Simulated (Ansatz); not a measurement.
Molecule: CH₃O₂, net charge -1, singlet state. It need not be the lowest isomer of its formula. Whether it binds its extra electron was not tested at this geometry. SMILES: OC[O-]
Coordinates optimised at B3LYP-D3(BJ)/def2-TZVP (Ansatz, an electronic-structure program):
```
C
O 1 1.2960
H 1 1.1302 2 116.42
H 1 1.1302 3 106.04 2 -131.29
O 1 1.5328 3 101.85 4 -106.18
H 5 0.9665 1 97.06 3 -125.29
```
Charge -1, spin multiplicity 1.

Parts of the frozen-core correlation energy in STO-3G (Ansatz, hartree). Frozen orbitals: 3; correlated occupied orbitals by spin: 10 and 10; virtual: 5 and 5. No spin-orbit coupling. Non-relativistic.

```tsv
term	value
reference (HF)	-186.57241
MP2 opposite-spin	-0.10221
MP2 same-spin	___
CCSD correlation	___
(T)	___
FCI minus CCSD(T)	-0.00062
T1 diagnostic	0.015
largest doubles amplitude	0.070
```

**Question.** What belongs in the gaps?

**Answer.** 
- MP2 same-spin, value: -0.01971
- CCSD correlation, value: -0.15263
- (T), value: -0.00512
